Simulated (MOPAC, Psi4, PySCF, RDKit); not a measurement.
Conformational energy of CH4F6Si3, SMILES FC(F)(F)[SiH2][SiH2][Si](F)(F)F, singlet. Scanned: dihedral C2–Si5–Si6–Si7; all other coordinates were relaxed at GFN2-xTB. GFN2-xTB can order the conformers of Si and Ge chains otherwise than DFT does. Points at φ and −φ are mirror images.

Atom numbering (GFN2-xTB optimised geometry, Å):
```
14

F      2.9884    -0.5737    -0.3342
C      2.5228     0.6459     0.0186
F      2.4887     1.3693    -1.1234
F      3.4717     1.2030     0.7892
Si     0.7677     0.5359     0.8593
Si    -0.5415    -0.4637    -0.7936
Si    -2.6937    -0.7045    -0.0744
F     -3.2963    -2.1724    -0.0177
F     -2.8901    -0.1932     1.4233
F     -3.8258     0.0878    -0.8568
H      0.5136     1.9336     1.2214
H      1.0623    -0.2118     2.0854
H     -0.5479     0.3343    -2.0321
H     -0.0200    -1.7906    -1.1651
```

Levels: MMFF94 // GFN2-xTB (RDKit); RMP2/6-31G* = restricted MP2 (frozen core)/6-31G*, spherical d // GFN2-xTB run with PySCF 2.14.0; RKS-B3LYP/6-31G* = PySCF with restricted B3LYP/6-31G*, spherical d, density fitting // GFN2-xTB; UFF // GFN2-xTB (RDKit); PM3, restricted, heats of formation // GFN2-xTB (MOPAC); PBE-D3(BJ)/def2-SVP // GFN2-xTB (Psi4).

Energies in kcal/mol, each method relative to its own lowest point.

```csv
φ / °,MMFF94,RMP2/6-31G*,RKS-B3LYP/6-31G*,UFF,PM3,PBE-D3(BJ)/def2-SVP
-150,6.8,1.4,1.2,2.0,0.0,1.7
-120,6.6,1.9,1.7,2.5,0.0,2.2
-90,4.0,1.2,1.1,1.9,0.2,1.3
-60,0.7,0.0,0.0,0.3,0.4,0.0
-30,0.0,0.0,0.0,0.0,0.7,0.2
0,1.2,0.7,0.6,0.9,0.6,1.0
30,0.0,0.0,0.0,0.0,0.7,0.2
60,0.7,0.0,0.0,0.3,0.4,0.0
90,4.0,1.2,1.1,1.9,0.2,1.3
120,6.6,1.9,1.7,2.5,0.0,2.2
150,6.8,1.4,1.2,2.0,0.0,1.7
180,6.4,1.0,0.8,1.4,0.0,1.2
```

Root-mean-square difference from the PBE-D3(BJ)/def2-SVP profile, itself a level with limits, after the best constant shift (kcal/mol): MMFF94 2.1, RMP2/6-31G* 0.1, RKS-B3LYP/6-31G* 0.2, UFF 0.3, PM3 1.0.

MMFF94 has few fitted parameters for silicon.
